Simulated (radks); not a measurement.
The numbers below are computed, except where a source is named.
Species: Lu15+. Configuration: [Kr] 4d10 4f10 (the NIST ground configuration). Level of theory: non-relativistic Kohn-Sham, TPSS, spin-polarised, spherical densities, point nucleus; open shells are filled with parallel spins first (spin-orbit coupling, left out, can overturn this in heavy ions); meta-GGA in the generalised Kohn-Sham scheme; relativity is left out, which matters for an element this heavy (a radial shooting solver on a logarithmic mesh with Libxc functionals).

Unscreened Slater integrals over Kohn-Sham orbitals (hartree). They are taken over the spin-up orbitals. Empty in this configuration: 5s.

F0(4f,4f): 1.6166
F2(4f,4f): 0.81418
F4(4f,4f): 0.52096
F6(4f,4f): 0.37782
F0(4f,4d): 1.6459
F2(4f,4d): 0.81984
F4(4f,4d): 0.53098
G1(4f,4d): 0.93923
G3(4f,4d): 0.60873
G5(4f,4d): 0.43584
F0(4f,4p): 1.6659
F2(4f,4p): 0.83979
G2(4f,4p): 0.71974
G4(4f,4p): 0.50752
F0(4f,5s): 1.0313
G3(4f,5s): 0.12606
F0(4d,4d): 1.6928
F2(4d,4d): 0.86691
F4(4d,4d): 0.58321
F0(4d,4p): 1.7126
F2(4d,4p): 0.88554
G1(4d,4p): 1.1132
G3(4d,4p): 0.70432
F0(4d,5s): 1.0425
G2(4d,5s): 0.10512
F0(4p,4p): 1.7358
F2(4p,4p): 0.91371
F0(4p,5s): 1.0471
G1(4p,5s): 0.091683
F0(5s,5s): 0.85873

Derived for the open shells (J is the average intra-shell exchange parameter used in DFT+U). 4f: F4/F2 = 0.640, F6/F2 = 0.464, J = (286 F2 + 195 F4 + 250 F6)/6435 = 0.06665 hartree.
